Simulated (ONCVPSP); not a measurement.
Cutoff test, Bi, ONCV

* Element: bismuth (Bi)
* Generator: ONCVPSP 4.0.1
* Type: optimised norm-conserving Vanderbilt (ONCV)
* Functional: LDA (Perdew-Wang 92)
* Relativity: fully relativistic
* Frozen core: [Kr] 4d10 4f14
* Valence charge: 23
* Reference configuration: 5s2 5p6 5d10 6s2 6p3
* Partial waves: 5s+6s: rc 1.25 bohr, ncon 4, nbas 8, qcut 8.1 1/bohr, 2 projectors; 5p+6p: rc 1.75 bohr, ncon 5, nbas 9, qcut 9.6 1/bohr, 2 projectors; 5d: rc 1.35 bohr, ncon 4, nbas 7, qcut 6.7 1/bohr, 2 projectors, debl 3.7 Ha; f scattering state at 0.15 Ha: rc 1.75 bohr, ncon 4, nbas 7, qcut 6.1 1/bohr, 2 projectors, debl 1 Ha
* Local potential: polynomial inside 0.95 bohr (lpopt 1, dvloc0 0 Ha)
* Core correction: none

Open shells are filled in proportion to 2j + 1.

Task: For each optimised wave give the share of its norm inside rc, the residual kinetic energy above qcut (Ha) and the cutoffs (Ha) for errors of 10, 1, 0.1 and 0.01 mHa per electron.

Result:

```json
{"wave": "5s", "norm inside rc": "0.931", "residual KE": "5.6e-04", "10 mHa": "25.0", "1 mHa": "31.0", "0.1 mHa": "99.1", "0.01 mHa": "124.7"}
{"wave": "6s", "norm inside rc": "0.074", "residual KE": "5.3e-04", "10 mHa": "23.6", "1 mHa": "30.8", "0.1 mHa": "57.3", "0.01 mHa": "134.0"}
{"wave": "5p j=3/2", "norm inside rc": "0.978", "residual KE": "2.0e-07", "10 mHa": "13.9", "1 mHa": "25.6", "0.1 mHa": "33.7", "0.01 mHa": "38.9"}
{"wave": "6p j=3/2", "norm inside rc": "0.078", "residual KE": "1.5e-07", "10 mHa": "11.1", "1 mHa": "15.5", "0.1 mHa": "31.2", "0.01 mHa": "37.7"}
{"wave": "5p j=1/2", "norm inside rc": "0.991", "residual KE": "6.2e-08", "10 mHa": "18.4", "1 mHa": "22.5", "0.1 mHa": "25.9", "0.01 mHa": "29.7"}
{"wave": "6p j=1/2", "norm inside rc": "0.143", "residual KE": "1.7e-07", "10 mHa": "14.6", "1 mHa": "18.9", "0.1 mHa": "23.0", "0.01 mHa": "36.1"}
{"wave": "5d j=5/2", "norm inside rc": "0.640", "residual KE": "3.3e-03", "10 mHa": "20.0", "1 mHa": "26.8", "0.1 mHa": "72.0", "0.01 mHa": "90.3"}
{"wave": "d projector 2 j=5/2", "norm inside rc": "0.067", "residual KE": "3.0e-03", "10 mHa": "19.6", "1 mHa": "24.9", "0.1 mHa": "42.1", "0.01 mHa": "76.9"}
{"wave": "5d j=3/2", "norm inside rc": "0.676", "residual KE": "5.8e-03", "10 mHa": "21.2", "1 mHa": "39.0", "0.1 mHa": "82.2", "0.01 mHa": "96.7"}
{"wave": "d projector 2 j=3/2", "norm inside rc": "0.067", "residual KE": "4.8e-03", "10 mHa": "20.7", "1 mHa": "26.3", "0.1 mHa": "46.1", "0.01 mHa": "85.8"}
{"wave": "f projector 1 j=7/2", "norm inside rc": "0.001", "residual KE": "4.7e-06", "10 mHa": "0.5", "1 mHa": "3.7", "0.1 mHa": "10.7", "0.01 mHa": "16.7"}
{"wave": "f projector 2 j=7/2", "norm inside rc": "0.205", "residual KE": "3.6e-03", "10 mHa": "16.1", "1 mHa": "21.5", "0.1 mHa": "38.1", "0.01 mHa": "65.9"}
{"wave": "f projector 1 j=5/2", "norm inside rc": "0.001", "residual KE": "5.2e-06", "10 mHa": "0.5", "1 mHa": "3.9", "0.1 mHa": "11.0", "0.01 mHa": "16.9"}
{"wave": "f projector 2 j=5/2", "norm inside rc": "0.210", "residual KE": "4.0e-03", "10 mHa": "16.4", "1 mHa": "21.8", "0.1 mHa": "38.8", "0.01 mHa": "76.1"}
```

The occupied waves need 39 Ha and 99 Ha for 1 and 0.1 mHa. Rows with under 1 % of the norm inside rc give no meaningful cutoff.
